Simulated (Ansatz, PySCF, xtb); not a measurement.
Pair of molecules: C2H6 (SMILES CC) (first 8 atoms) with CH3Br (SMILES CBr); geometry from B3LYP-D3(BJ)/def2-TZVP, rigid monomers moved along the line of their centres of mass till C2···H11 is 3.29 Å.
(charge 0, multiplicity 1):
```csv
atom,x (Å),y (Å),z (Å)
C,0.7162,-0.4709,0.1097
C,-0.5395,0.3000,0.5056
H,0.5301,-1.1220,-0.7468
H,1.0769,-1.0946,0.9295
H,1.5270,0.2085,-0.1584
H,-0.8938,0.9289,-0.3134
H,-0.3480,0.9502,1.3611
H,-1.3557,-0.3761,0.7715
C,0.4069,-1.0151,4.3596
Br,1.6763,0.4739,4.3383
H,-0.3278,-0.8293,3.5846
H,-0.0528,-1.0400,5.3412
H,0.9639,-1.9244,4.1637
```

Counterpoise-corrected where a basis set is named; no monomer relaxation. Rows marked so take none.

Cores are frozen in the correlated methods. Filled d and f shells under p-block atoms count as core. Rows in 6-31G* carry no dispersion term and start afresh at each structure (6-31G* with six Cartesian d functions); the Pople sets are all-electron and without relativity. MP2/6-31G* freezes PySCF's default core, which leaves 3d correlated.

Programs: Ansatz (an electronic-structure program); PySCF for 6-31G* rows, the dispersion terms; xtb for the GFN methods. 

```csv
level,interaction energy (kcal/mol)
GFN1-xTB,-0.83
HF/aug-cc-pVDZ,0.22
B3LYP-D3(BJ)/def2-TZVPPD,-1.32
PBE0-D3(BJ)/def2-TZVPPD,-1.42
PBE0-D4/def2-TZVPPD,-1.30
M06-2X/6-31G* (no counterpoise),-1.11
wB97X-V/def2-TZVPPD,…
MP2/6-31G* (no counterpoise),-0.85
CCSD(T)/aug-cc-pVDZ,-1.08
```

Q: Some entries are withheld; supply them.

A: 
- wB97X-V/def2-TZVPPD, interaction energy (kcal/mol): -1.24
